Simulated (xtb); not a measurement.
CdCl$_{2}$ (SMILES [Cl][Cd][Cl]), singlet, from a rough starting geometry (GFN-xTB shapes and energies of metal compounds can be far from the true ones); GFN2-xTB (xtb).

xtb was given this input:
```
$ xtb mol.xyz --gfn 2 --opt vtight --json

# file mol.xyz
3

Cd     0.03128739     0.02189385    -0.08208023
Cl     1.61674601     0.37553805    -1.54616861
Cl    -1.60292434    -0.37949446     1.51918530
```

What the program printed (banner, timings and long lists left out):

```
   ID    Z sym.   atoms
    1   48 Cd     1
    2   17 Cl     2, 3

           -------------------------------------------------
          |                Calculation Setup                |
           -------------------------------------------------

           -------------------------------------------------
          |                 G F N 2 - x T B                 |
           -------------------------------------------------

          ...................................................
          :                      SETUP                      :
          :.................................................:
          :  # basis functions                  24          :
          :  # atomic orbitals                  22          :
          :  # shells                            8          :
          :  # electrons                        16          :
          :  max. iterations                   250          :
          :  Hamiltonian                  GFN2-xTB          :
          :  restarted?                      false          :
          :  GBSA solvation                  false          :
          :  PC potential                    false          :
          :  electronic temp.          300.0000000     K    :
          :  accuracy                    1.0000000          :
          :  -> integral cutoff          0.2500000E+02      :
          :  -> integral neglect         0.1000000E-07      :
          :  -> SCF convergence          0.1000000E-05 Eh   :
          :  -> wf. convergence          0.1000000E-03 e    :
          :  Broyden damping             0.4000000          :
          :  net charge                          0          :
          :  unpaired electrons                  0          :
          ...................................................

 iter      E             dE          RMSdq      gap      omega  full diag
   1     -9.6527037 -0.965270E+01  0.232E+01    6.02       0.0  T
   2     -9.7402421 -0.875384E-01  0.127E+01    3.86       1.0  T
   3     -9.7224442  0.177979E-01  0.432E+00    4.89       1.0  T
   4     -9.7494320 -0.269878E-01  0.865E-01    3.94       1.0  T
   5     -9.7463733  0.305873E-02  0.134E+00    4.40       1.0  T
   6     -9.7507848 -0.441150E-02  0.120E-01    4.08       1.0  T
   7     -9.7507935 -0.870467E-05  0.833E-02    4.10       1.0  T
   8     -9.7507766  0.168777E-04  0.109E-01    4.07       1.0  T
   9     -9.7507932 -0.166363E-04  0.603E-02    4.08       1.0  T
  10     -9.7508013 -0.803990E-05  0.435E-03    4.09      13.3  T
  11     -9.7508013 -0.868500E-08  0.334E-03    4.09      17.3  T
  12     -9.7508013 -0.222833E-07  0.350E-04    4.09     164.8  T
  13     -9.7508013 -0.172269E-09  0.476E-05    4.09    1211.9  T

   *** convergence criteria satisfied after 13 iterations ***

         :::::::::::::::::::::::::::::::::::::::::::::::::::::
         ::                     SUMMARY                     ::
         :::::::::::::::::::::::::::::::::::::::::::::::::::::
         :: total energy              -9.745289058864 Eh    ::
         :: gradient norm              0.028658147006 Eh/a0 ::
         :: HOMO-LUMO gap              4.090006251995 eV    ::
         ::.................................................::
         :: SCC energy                -9.750801513475 Eh    ::
         :: -> isotropic ES            0.066929568925 Eh    ::
         :: -> anisotropic ES          0.005631291850 Eh    ::
         :: -> anisotropic XC          0.002744217867 Eh    ::
         :: -> dispersion             -0.001853091872 Eh    ::
         :: repulsion energy           0.005512454612 Eh    ::
         :: add. restraining           0.000000000000 Eh    ::
         :: total charge              -0.000000000000 e     ::
         :::::::::::::::::::::::::::::::::::::::::::::::::::::

      -----------------------------------------------------------
     |                   =====================                   |
[...]
 * total energy  :    -9.7460508 Eh     change        0.1372952E-02 Eh
 * total energy  :    -9.7477201 Eh     change       -0.1669365E-02 Eh
 * total energy  :    -9.7480544 Eh     change       -0.3342597E-03 Eh
 * total energy  :    -9.7489635 Eh     change       -0.9091190E-03 Eh
 * total energy  :    -9.7516120 Eh     change       -0.2648499E-02 Eh
 * total energy  :    -9.7540663 Eh     change       -0.2454225E-02 Eh
 * total energy  :    -9.7547611 Eh     change       -0.6948436E-03 Eh
 * total energy  :    -9.7554155 Eh     change       -0.6543563E-03 Eh
 * total energy  :    -9.7555061 Eh     change       -0.9066085E-04 Eh
 * total energy  :    -9.7555112 Eh     change       -0.5079294E-05 Eh
 * total energy  :    -9.7555141 Eh     change       -0.2885713E-05 Eh
 * total energy  :    -9.7555141 Eh     change       -0.1257996E-07 Eh
   *** GEOMETRY OPTIMIZATION CONVERGED AFTER 15 ITERATIONS ***
         :: total energy              -9.755514090011 Eh    ::
[...]
         :::::::::::::::::::::::::::::::::::::::::::::::::::::

           -------------------------------------------------
          |                Property Printout                |
           -------------------------------------------------

    * Orbital Energies and Occupations

         #    Occupation            Energy/Eh            Energy/eV
      -------------------------------------------------------------
         1        2.0000           -1.0671966             -29.0399
         2        2.0000           -1.0601175             -28.8473
         3        2.0000           -0.5274054             -14.3514
         4        2.0000           -0.4471607             -12.1679
         5        2.0000           -0.4415498             -12.0152
         6        2.0000           -0.4405872             -11.9890
         7        2.0000           -0.4339928             -11.8095
         8        2.0000           -0.4325632             -11.7706 (HOMO)
         9                         -0.3201947              -8.7129 (LUMO)
        10                         -0.0845568              -2.3009
        11                          0.0210421               0.5726
        12                          0.0215953               0.5876
        13                          0.0217756               0.5925
        14                          0.0220709               0.6006
        15                          0.0224629               0.6112
        16                          0.0244221               0.6646
        17                          0.0245642               0.6684
        18                          0.0245793               0.6688
        19                          0.0246621               0.6711
       ...                                ...                  ...
        22                          0.4210469              11.4573
      -------------------------------------------------------------
                  HL-Gap            0.1123685 Eh            3.0577 eV
             Fermi-level           -0.3763790 Eh          -10.2418 eV

     #   Z          covCN         q      C6AA      α(0)
     1  48 Cd       1.550     0.416   191.774    26.581
     2  17 Cl       0.775    -0.208   105.546    15.715
     3  17 Cl       0.775    -0.208   105.547    15.716

 Mol. C6AA /au·bohr⁶  :       1172.974241
 Mol. C8AA /au·bohr⁸  :      70463.378852
 Mol. α(0) /au        :         58.012063

Wiberg/Mayer (AO) data.
largest (>0.10) Wiberg bond orders for each atom

 ---------------------------------------------------------------------------
     #   Z sym  total        # sym  WBO       # sym  WBO       # sym  WBO
 ---------------------------------------------------------------------------
     1  48 Cd   1.873 --     2 Cl   0.936     3 Cl   0.936
     2  17 Cl   1.239 --     1 Cd   0.936     3 Cl   0.303
     3  17 Cl   1.239 --     1 Cd   0.936     2 Cl   0.303
 ---------------------------------------------------------------------------

Topologies differ in total number of bonds
Writing topology from bond orders to xtbtopo.mol

molecular dipole:
                 x           y           z       tot (Debye)
 q only:       -0.752       0.349      -0.596
   full:       -1.014       0.470      -0.804       3.501
molecular quadrupole (traceless):
                xx          xy          yy          xz          yz          zz
 q only:       -0.647      -1.302       2.013       4.309       0.784      -1.366
  q+dip:       -0.386      -2.180       2.093       6.372       0.569      -1.707
   full:       -1.099      -2.204       3.475       7.315       1.380      -2.376

optimized geometry written to: xtbopt.xyz

           -------------------------------------------------
          | TOTAL ENERGY               -9.755514090011 Eh   |
          | GRADIENT NORM               0.000038414210 Eh/α |
          | HOMO-LUMO GAP               3.057702151106 eV   |
           -------------------------------------------------

normal termination of xtb
```
